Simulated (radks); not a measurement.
The nuclear charge of neutral barium is varied continuously with 56 electrons held in [Xe] 6s2. All-electron calculation, scalar-relativistic Kohn-Sham, PBE, spin-unpolarised, spherical densities, point nucleus. Program: a radial shooting solver on a logarithmic mesh with Libxc functionals. By the Hellmann-Feynman theorem dE/dZ = E(electron-nucleus)/Z, the electronic potential at the nucleus. The scalar-relativistic energy here is not variational (the density holds large components alone), so the two differ by a part that grows with Z.

Z,E (hartree),E(electron-nucleus)/Z (hartree),HOMO,e(HOMO) (eV),<r> HOMO (bohr)
55.75,-8047.5796,-349.339,6s,-2.005,5.139
56,-8135.5648,-351.531,6s,-3.230,4.790
56.25,-8224.1043,-353.724,6s,-4.579,4.512
56.5,-8313.1983,-355.916,6s,-6.038,4.283
56.75,-8402.8470,-358.110,6s,-7.599,4.089
57,-8493.0507,-360.305,6s,-9.255,3.921

The central difference of E at Z = 56 is -353.049 hartree, to compare with the third column; the second derivative is -8.87 hartree.
